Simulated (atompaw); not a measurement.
u(r) = r·R(r): atom against pseudo-atom (In (Z = 49))

Columns: radius, all-electron u(r) and pseudo u(r) of the 5s shell (level -8.21 eV) of indium in the configuration [Kr] 4d10 5s2 5p1; PBE, scalar-relativistic, PAW (atompaw) scheme, atompaw 4.2.0.5.

```
r (bohr)  all-electron  pseudo
   0.098       -0.1308  0.0309
   0.196        0.1385  0.0619
   0.294        0.1905  0.0933
   0.392        0.0189  0.1253
   0.490       -0.1768  0.1579
   0.588       -0.2964  0.1913
   0.687       -0.3224  0.2260
   0.785       -0.2727  0.2612
   0.883       -0.1754  0.2974
   0.981       -0.0547  0.3345
   1.079        0.0719  0.3723
   1.177        0.1934  0.4106
   1.275        0.3035  0.4490
   1.373        0.3992  0.4870
   1.471        0.4797  0.5242
   1.569        0.5451  0.5597
   1.667        0.5967  0.5928
   1.765        0.6357  0.6224
   1.863        0.6635  0.6476
   1.962        0.6819  0.6677
   2.060        0.6918  0.6815
   2.158        0.6947  0.6886
   2.256        0.6918  0.6890
   2.354        0.6840  0.6832
   2.452        0.6722  0.6721
   2.550        0.6572  0.6572
```

Problem. How many radial nodes do the two functions have?

Solution. The all-electron 5s function has n − l − 1 = 4 (the table is too coarse to show those close to the nucleus); the pseudo-wave has 0, since the states of the same l below it are removed with the core.

Problem. Is the pseudo-wave norm-conserving?

Solution. No, it belongs to a PAW set: the norm inside the radius is not constrained, and the difference is carried by the augmentation charge.
